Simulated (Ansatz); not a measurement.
`C=NBF` + H₂ → `BN=C` + H–F  (hydrogenolysis of a B–F bond)

Calculated with Ansatz (gas phase, PBE0-D4/def2-TZVP geometries, no zero-point term in ΔE). CBS: MP2 limit from def2 TZ/QZ plus the TZ coupled-cluster correction, frozen cores. This one scheme is used for every species. Functionals use def2-TZVPP. B3LYP here is the variant with VWN-RPA as its local correlation; programs differ in this. HSE06 is defined as in plane-wave codes. One conformer a species, not always the lowest.

`C=NBF`:

```xyz
7

C    -0.001   -0.913   -0.940
N    -0.012   -0.057   -0.047
B     0.018    0.918    0.914
F    -0.699    0.783    2.036
H     0.725   -1.735   -0.943
H    -0.718   -0.892   -1.769
H     0.686    1.896    0.750
```

H₂:

```xyz
2

H    -0.298    0.222    0.036
H     0.298   -0.222   -0.036
```

`BN=C`:

Cartesian coordinates in Å:
```
B 0.034 0.733 1.076
N -0.001 -0.027 -0.040
C -0.034 -0.726 -1.065
H 0.922 1.526 1.202
H -0.823 0.587 1.898
H -0.569 -0.399 -1.961
H 0.471 -1.695 -1.111
```

H–F:

Cartesian coordinates in Å:
```
F -0.384 0.108 -0.230
H 0.384 -0.108 0.230
```

Q: Is it downhill or uphill in electronic energy at CCSD(T)/CBS, and by how much? (An estimate is asked.)

A: The calculation gave: Uphill: ΔE = +0.94 eV.

Q: What do these levels give: PBE-D4, r2SCANh-D4, HSE06-D4, BHLYP-D4, ωB97M-V, PBE, B3LYP, HF/def2-SVP, SCS-MP2/def2-TZVPP, CCSD(T)/def2-TZVPP, HF/def2-QZVPP, SCS-MP2/def2-QZVPP? (Estimate.)

A: Ansatz gave: PBE-D4 0.93, r2SCANh-D4 1.02, HSE06-D4 0.93, BHLYP-D4 1.04, ωB97M-V 1.02, PBE 0.92, B3LYP 0.99, HF/def2-SVP 1.16, SCS-MP2/def2-TZVPP 1.01, CCSD(T)/def2-TZVPP 0.97, HF/def2-QZVPP 1.07, SCS-MP2/def2-QZVPP 1.00 eV.

Q: What do rigid-rotor, harmonic-oscillator terms from PBE0-D4/def2-TZVP frequencies (298.15 K, 1 bar) make of the CCSD(T)/CBS value? (An estimate is asked.)

A: The calculation gave: ΔZPE = +0.13 eV, ΔH = +1.05 eV, ΔS = 5 J/(mol·K), ΔG = +1.04 eV.

Largest T1 diagnostic among the species: 0.016.

At CCSD(T), def2-SVP lies +0.18 eV from the extrapolated value and def2-TZVPP +0.02 eV. Leaving LDA and LC-ωPBE aside and taking each functional with its dispersion term where it has one, the values, not all of them listed here, spread over 0.12 eV, from PBE-D4 to B97M-V.
